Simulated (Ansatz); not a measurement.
Computed with Ansatz.

A structure relaxed at PBE0-D4/def2-TZVP, charge 0, multiplicity 1:

```
atom    x (Å)    y (Å)    z (Å)
  F1   2.0557  -1.0474   0.0649
  C2   1.4352  -0.2655   0.9931
  F3   1.9034   1.0042   0.8309
 Ge4  -0.5460  -0.3059   0.7074
 Si5  -1.0286   0.4803  -1.4846
  H6   1.7560  -0.6109   1.9818
  H7  -1.1722   0.5753   1.8019
  H8  -0.9981  -1.7600   0.9261
  H9  -0.3614  -0.3899  -2.4853
 H10  -0.5459   1.8764  -1.6321
 H11  -2.4982   0.4434  -1.7042
```

(1) Give its formula and SMILES.

(2) Point group (tolerance 0.08 Å, 0.16 Å for H)?

(3) Summarise the bond lengths by kind.

## Answers

(1) CH6F2GeSi, `F[CH](F)[GeH2][SiH3]`.

(2) Cs.

(3) 2 × C–F 1.363 Å; 1 × C–Ge 2.002 Å; 1 × C–H 1.095 Å; 1 × Ge–Si 2.378 Å; 2 × Ge–H 1.538 Å; 3 × H–Si 1.485 to 1.486 Å.
